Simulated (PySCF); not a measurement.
How methods differ on the excitation energy of Se

Se [Ar] 3d10 4s2 4p4 (3P) → Se [Ar] 3d10 4s1 4p4 5s1 (5P), as a difference of total energies. Computed with PySCF 2.14 in aug-cc-pVQZ-DK (8s7p5d3f2g, 93 functions), with the spin-free X2C one-electron Hamiltonian (Gaussian nucleus). Correlated levels: valence: [Ar] 3d10 frozen. The calculations carry no spin-orbit coupling.

| method | excitation energy (cm⁻¹) |
| --- | --- |
| UHF | 129880 |
| LDA | 139300 |
| PBE | 137150 |
| PBE0 | 137480 |
| r2SCAN | 136710 |
| r2SCAN0 | 136770 |
| TPSSh | 137960 |
| LC-wPBE | 140850 |
| wB97M-V | 139370 |
| MP2 (valence) | 132560 |
| SCS-MP2 (valence) | 133980 |

A first-order spin-orbit estimate (lowest level to lowest level, LS coupling) adds -0.024 eV.

The upper state lies above the first ionisation limit, where it may autoionise and the basis confines it. A Rydberg-like electron needs more diffuse functions than a valence basis has.

The promoted electron is Rydberg-like, and one or two diffuse shells describe it only roughly, which tends to raise the upper state.
